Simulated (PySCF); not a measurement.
# Working out the ionisation energy of Mn

Mn [Ar] 3d5 4s2 (6S) → Mn⁺ [Ar] 3d5 4s1 (7S). Calculation: PySCF 2.14, in ANO-RCC-VTZP (6s5p3d2f1g, 59 functions); the spin-free X2C one-electron Hamiltonian (Gaussian nucleus). Frozen: [Ne]. Energies in hartree (1 hartree = 27.21139 eV):

```json
{"part": "UHF", "Mn (lower)": "-1157.383382", "Mn⁺ (upper)": "-1157.162046"}
{"part": "MP2 opposite-spin", "Mn (lower)": "-0.294114", "Mn⁺ (upper)": "-0.260022"}
{"part": "MP2 same-spin", "Mn (lower)": "-0.173080", "Mn⁺ (upper)": "-0.168675"}
```

**Question.** What does Hartree-Fock give?

**Answer.** (-1157.162046) − (-1157.383382) = 0.221336 hartree = 6.023 eV.

**Question.** What do MP2 and SCS-MP2 (6/5 opposite-spin, 1/3 same-spin) give?

**Answer.** The opposite-spin parts differ by 0.928 eV and the same-spin parts by 0.120 eV. MP2: 6.023 + (0.928) + (0.120) = 7.071 eV. SCS-MP2: 6.023 + 1.2 × (0.928) + (0.120)/3 = 7.177 eV.

Measured between the centres of the two terms (NIST): 7.434 eV, so MP2 (valence and next inner shell) is off by -0.363 eV.

What remains against the reference includes basis incompleteness, the frozen core and correlation beyond second order.
